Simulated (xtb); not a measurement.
C₃H₇O₂, doublet, from a rough starting geometry; GFN2-xTB run with xtb.

Input for xtb:
```
$ xtb mol.xyz --gfn 2 --uhf 1 --opt vtight --json

# file mol.xyz
12

C      1.71638579     0.64195006     0.35889710
O      0.48616939     0.05693020     0.71455015
C     -0.26678022    -0.30206112    -0.51431618
C     -1.50933952    -0.98225910    -0.14132181
O     -2.57127536    -0.26536104     0.33309129
H      1.57309979     1.62965137    -0.14787148
H      2.21178965     0.82624814     1.29891613
H      2.38595529    -0.01917853    -0.26080093
H      0.37588212    -0.94756295    -1.15256981
H     -0.49928238     0.66819612    -1.08086983
H     -1.52860955    -2.02664787     0.10079976
H     -2.34757350     0.68241873     0.45981009
```

### Question
Predict the main parts of the log of this xtb run.

### Answer

```
   ID    Z sym.   atoms
    1    6 C      1, 3, 4
    2    8 O      2, 5
    3    1 H      6-12

           -------------------------------------------------
          |                Calculation Setup                |
           -------------------------------------------------

           -------------------------------------------------
          |                 G F N 2 - x T B                 |
           -------------------------------------------------

          ...................................................
          :                      SETUP                      :
          :.................................................:
          :  # basis functions                  27          :
          :  # atomic orbitals                  27          :
          :  # shells                           17          :
          :  # electrons                        31          :
          :  max. iterations                   250          :
          :  Hamiltonian                  GFN2-xTB          :
          :  restarted?                      false          :
          :  GBSA solvation                  false          :
          :  PC potential                    false          :
          :  electronic temp.          300.0000000     K    :
          :  accuracy                    1.0000000          :
          :  -> integral cutoff          0.2500000E+02      :
          :  -> integral neglect         0.1000000E-07      :
          :  -> SCF convergence          0.1000000E-05 Eh   :
          :  -> wf. convergence          0.1000000E-03 e    :
          :  Broyden damping             0.4000000          :
          :  net charge                          0          :
          :  unpaired electrons                  1          :
          ...................................................

 iter      E             dE          RMSdq      gap      omega  full diag
   1    -18.1434916 -0.181435E+02  0.427E+00    7.92       0.0  T
   2    -18.1681464 -0.246548E-01  0.222E+00    7.89       1.0  T
   3    -18.1689038 -0.757455E-03  0.854E-01    8.19       1.0  T
   4    -18.1691821 -0.278276E-03  0.139E-01    8.17       1.0  T
   5    -18.1692060 -0.239237E-04  0.656E-02    8.16       1.0  T
   6    -18.1692092 -0.318989E-05  0.187E-02    8.15       1.5  T
   7    -18.1692095 -0.273178E-06  0.520E-03    8.15       5.5  T
   8    -18.1692095 -0.140725E-07  0.158E-03    8.15      18.3  T
   9    -18.1692095 -0.145568E-07  0.517E-04    8.15      55.8  T
[...]
 * total energy  :   -18.0309796 Eh     change       -0.4187891E-04 Eh
 * total energy  :   -18.0310002 Eh     change       -0.2053810E-04 Eh
 * total energy  :   -18.0310171 Eh     change       -0.1690213E-04 Eh
 * total energy  :   -18.0310236 Eh     change       -0.6547924E-05 Eh
 * total energy  :   -18.0310275 Eh     change       -0.3918587E-05 Eh
 * total energy  :   -18.0310299 Eh     change       -0.2398452E-05 Eh
 * total energy  :   -18.0310342 Eh     change       -0.4249419E-05 Eh
 * total energy  :   -18.0310374 Eh     change       -0.3177054E-05 Eh
 * total energy  :   -18.0310384 Eh     change       -0.9937951E-06 Eh
 * total energy  :   -18.0310386 Eh     change       -0.2761396E-06 Eh
 * total energy  :   -18.0310388 Eh     change       -0.1270190E-06 Eh
 * total energy  :   -18.0310388 Eh     change       -0.5011354E-07 Eh
   *** GEOMETRY OPTIMIZATION CONVERGED AFTER 54 ITERATIONS ***
         :: total energy             -18.031038814121 Eh    ::
[...]
     8   1 H        0.924     0.029     2.602     2.523
     9   1 H        0.921     0.025     2.653     2.547
    10   1 H        0.923     0.030     2.590     2.517
    11   1 H        0.926     0.043     2.410     2.427
    12   1 H        0.805     0.324     0.654     1.271

 Mol. C6AA /au·bohr⁶  :       1104.453019
 Mol. C8AA /au·bohr⁸  :      22916.797836
 Mol. α(0) /au        :         49.465152

Wiberg/Mayer (AO) data.
largest (>0.10) Wiberg bond orders for each atom

 ---------------------------------------------------------------------------
     #   Z sym  total        # sym  WBO       # sym  WBO       # sym  WBO
 ---------------------------------------------------------------------------
     1   6 C    3.953 --     2 O    0.995     7 H    0.980     6 H    0.977
                             8 H    0.977
     2   8 O    2.077 --     1 C    0.995     3 C    0.980
     3   6 C    3.951 --     4 C    1.037     2 O    0.980    10 H    0.954
                             9 H    0.934
     4   6 C    3.323 --     5 O    1.249     3 C    1.037    11 H    0.970
     5   8 O    2.172 --     4 C    1.249    12 H    0.868
     6   1 H    0.999 --     1 C    0.977
     7   1 H    0.996 --     1 C    0.980
     8   1 H    0.999 --     1 C    0.977
     9   1 H    0.998 --     3 C    0.934
    10   1 H    0.999 --     3 C    0.954
    11   1 H    0.998 --     4 C    0.970
    12   1 H    0.895 --     5 O    0.868
 ---------------------------------------------------------------------------

Topologies differ in total number of bonds
Writing topology from bond orders to xtbtopo.mol

molecular dipole:
                 x           y           z       tot (Debye)
 q only:        0.705       0.119      -0.161
   full:        1.097       0.086      -0.245       2.866
molecular quadrupole (traceless):
                xx          xy          yy          xz          yz          zz
 q only:       -1.890      -0.160      -0.027       1.106       1.493       1.917
  q+dip:       -4.074      -0.998       1.476       1.581       1.226       2.598
   full:       -3.776      -0.678       1.135       1.542       1.581       2.641

optimized geometry written to: xtbopt.xyz

           -------------------------------------------------
          | TOTAL ENERGY              -18.031038814121 Eh   |
          | GRADIENT NORM               0.000039548870 Eh/α |
          | HOMO-LUMO GAP               7.891586162159 eV   |
           -------------------------------------------------
```
